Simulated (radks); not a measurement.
Species: Cs14+. Configuration: [Kr] 4d5. All-electron calculation, scalar-relativistic Kohn-Sham, LB94 model potential, spin-polarised, spherical densities, finite nucleus; open shells are filled with parallel spins first (spin-orbit coupling, left out, can overturn this in heavy ions); Fermi nuclear charge, rms radius 4.8041 fm. Program: a radial shooting solver on a logarithmic mesh with Libxc functionals. Some entries of the table are withheld. Estimate them.

orbital,occ.,eigenvalue (eV),<1/r> (bohr^-1)
1s down,1,-36270.82,59.45
1s up,1,-36270.72,59.45
2s up,1,-5969.404,13.66
2s down,1,-5968.802,13.67
2p up,3,-5393.169,13.04
2p down,3,-5392.873,13.04
3s up,1,-1487.512,4.930
3s down,1,-1486.986,4.922
3p up,3,-1301.484,4.692
3p down,3,-1300.826,4.684
3d up,5,-1028.934,4.459
3d down,5,-1027.607,4.453
4s up,1,-505.7791,2.101
4s down,1,-502.3313,2.114
4p up,3,-443.7976,1.962
4p down,3,-440.1031,1.973
4d up,5,-352.4029,(1)
4d down,0,-348.7118,(2)
5s up,0,-249.6225,1.091
5s down,0,-247.3884,1.084
5p up,0,-225.5025,(3)
5p down,0,-223.5184,(4)

Answer. 
(1) 4d up <1/r> (bohr^-1): 1.763
(2) 4d down <1/r> (bohr^-1): 1.774
(3) 5p up <1/r> (bohr^-1): 1.027
(4) 5p down <1/r> (bohr^-1): 1.020
